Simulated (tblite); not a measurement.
A tight-binding relaxation on `O=C(Br)[C@H]1C[C@H](C(F)(F)F)C1`.

Computed with GFN2-xTB geometry optimisation, gas phase (tblite 0.8.0). Start geometry: from a force field or distance geometry. The input is one job of a driver script: a line of settings, then coordinates in Å.

Command:
```bash
OMP_NUM_THREADS=1 python probes_run.py task.json out
```

Input:
```
{"job": {"kind": "relax", "xc": "GFN2-xTB", "basis": "xTB"}, "charge": 0, "multiplicity": 1}
O      3.077000     1.189800    -0.945400
C      2.362600     0.400500    -0.317400
Br     3.167800    -1.059400     0.647700
C      0.904600     0.661600    -0.352300
C      0.156000    -0.521000    -0.931300
C     -0.762300    -0.573700     0.233000
C     -2.152000    -0.024900     0.059900
F     -2.149300     1.293100    -0.275000
F     -2.761100    -0.795800    -0.927500
F     -2.841200    -0.187600     1.239500
C      0.198800     0.344700     0.954500
H      0.564700     1.588800    -0.792000
H      0.875500    -1.367900    -1.005700
H     -0.372700    -0.294700    -1.897200
H     -0.781900    -1.600100     0.667000
H     -0.326400     1.208000     1.409300
H      0.832800    -0.249300     1.639600
```

Output:
```
step      E/eV     max force
  0   -1040.17608    5.155
  1   -1040.50737    6.579
  2   -1040.76075    1.776
  3   -1040.87560    1.405
  4   -1040.96662    0.498
  5   -1040.99926    0.462
  6   -1041.03322    0.443
  7   -1041.04258    0.255
  8   -1041.04604    0.127
  9   -1041.04799    0.111
... (42 lines left out)
 52   -1041.07006    0.016
 53   -1041.07009    0.014
 54   -1041.07014    0.017
 55   -1041.07019    0.018
 56   -1041.07025    0.018
 57   -1041.07030    0.019
 58   -1041.07035    0.018
 59   -1041.07040    0.020
 60   -1041.07044    0.014
 61   -1041.07047    0.009
```

«max force» is the largest atomic force in eV/Å.

Q: From which step on does the largest force stay under 0.1 eV/Å, and how much energy is left to gain from there?

A: From step 29 (0.094 eV/Å), 7.6 meV above the end.

Summary of the converged run: energy lowered by 20.6 kcal/mol over 61 steps; largest atomic force 0.009 eV/Å at the end.

Hardware: one thread of an Arm Neoverse V2, no GPU, on a shared host. Cost: 0.44 s wall.
Labels such as C1 count atoms from 1, the log's own numbers from 0.
